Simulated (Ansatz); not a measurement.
ClH3NO2Ta, SMILES `[NH]=[Ta]([OH])([OH])[Cl]` from Hartree–Fock to CCSD(T)

```xyz
8

N    -1.3340   -0.0303   -0.6861
Ta    0.1290    0.2944    0.2375
O     0.3879   -1.1069    1.4937
O     1.6118    0.3279   -0.9495
Cl   -0.0944    2.3360    1.3247
H    -2.1812   -0.1893   -1.2039
H    -0.1580   -1.8693    1.6855
H     1.6390    0.2375   -1.9019
```

Total charge 0; spin multiplicity 1. Correlated methods include outer-core shells of Ta, which these sets cover unevenly. Ta: def2 effective core potential. The geometry is a stationary point of PBE0-D4/def2-TZVP. It is one conformer, not always the lowest. Frozen core, restricted reference, the Gaussian-basis code of Ansatz.

```
     basis     HF (Eh)  MP2 corr.
  def2-SVP  -721.70192   -0.97851
def2-TZVPP  -722.14642   -1.29486
def2-QZVPP  -722.16955   -1.41935
```

(1) Estimate the CCSD correlation energy and the (T) correction in each basis where they were run (hartree).

## Answers

(1) 
```
     basis  CCSD corr.       (T)
  def2-SVP    -0.97585  -0.03615
def2-TZVPP    -1.28499  -0.06208
```
